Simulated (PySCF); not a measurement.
# Computed vibrations of [Ce(SH)2]+

[Ce(SH)2]+ (singlet in the valence; each metal's 4f electrons, 1 of them, lie in its core potential, out of spins and levels). PySCF 2.14.0, RKS PBE, Ce lcecp-1-SVP with ECP47, S def2-SVP, H def2-SVP; non-relativistic Hamiltonian with scalar-relativistic core potentials where named; density fitting; no spin-orbit coupling. Central differences of gradients.

```xyz
5

Ce   -0.1155   -0.4703    0.1283
S     0.2367    1.5184    1.7710
H     0.5108    2.4567    0.8143
S     0.2367    0.4085   -2.2967
H     0.5108    1.7027   -1.9491
```

Run from Python with OMP_NUM_THREADS=2. Where DIIS fails, smearing, a level shift and second-order steps follow.
It took 34 s on 2 threads of Arm Neoverse V2, on a shared host.

(1) What are the harmonic wavenumbers and infrared intensities?

(2) Is this a minimum?

An lcecp potential fixes the number of 4f electrons, so in runs with it no electron can move into or out of that shell.

Answers

(1) Modes are labelled in C2v; negative numbers are unstable modes, those under 60 cm⁻¹ near the noise; a finer grid moves soft modes by up to 10 cm⁻¹.
```
cm⁻¹  km/mol  symmetry
  81     6.8        a1
 159     0.0        a2
 180    46.7        b1
 237     1.8        b2
 330     6.7        a1
 348    60.4        b2
 366    69.2        a1
2586     3.8        b2
2594    17.3        a1
```

(2) Yes. Ideal gas at 298.15 K and 1 bar: S = 351.0 J/(mol K), Cp = 84.5 J/(mol K), H − H(0 K) = 19.3 kJ/mol (rigid rotor, harmonic modes, spin degeneracy alone, that of the 4f electrons in the core included).
